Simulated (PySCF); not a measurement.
Species: BCl4 (charge -1).
Atom-mapped SMILES: `[Cl:1][B-:2]([Cl:3])([Cl:4])[Cl:5]`

Computed with PySCF at wB97X-D/pcSseg-2, non-relativistic, on one gas-phase PBE0-D3(BJ)/def2-TZVP geometry that isn't relaxed in the solvent. The solvent is an IEF-PCM continuum (cavity from Bondi-type radii × 1.2). The model holds no explicit solvent molecules, cavitation or dispersion.

Gas phase at wB97X-D/pcSseg-2: HOMO -5.61 eV, LUMO 7.66 eV.

Q: What does the continuum do to the energy and the frontier levels at wB97X-D/pcSseg-2 in chloroform?

A: 
```
   solvent      ε  E(solvent) − E(gas) (kJ/mol)  polarisation term (kJ/mol)  distortion of the solute (kJ/mol)  HOMO (eV)  LUMO (eV)
chloroform  4.711                       -161.92                     -162.49                               0.57      -9.01       4.39
```

The first energy column is the sum of the next two and covers electrostatics alone.

Q: Which radius a makes Born's formula ΔE = −(q²/2a)(1 − 1/ε) give the value in chloroform?

A: a = q²(1 − 1/ε)/(2|ΔE|) = 3.38 Å, with q = -1 e and |ΔE| = 0.0617 Eh; the farthest nucleus lies 1.86 Å from the centroid of the nuclei. The formula assumes a point charge at the centre of a sphere.

Note: wB97X-D ran without an empirical dispersion term, which enters the total energy and its gradient alone.
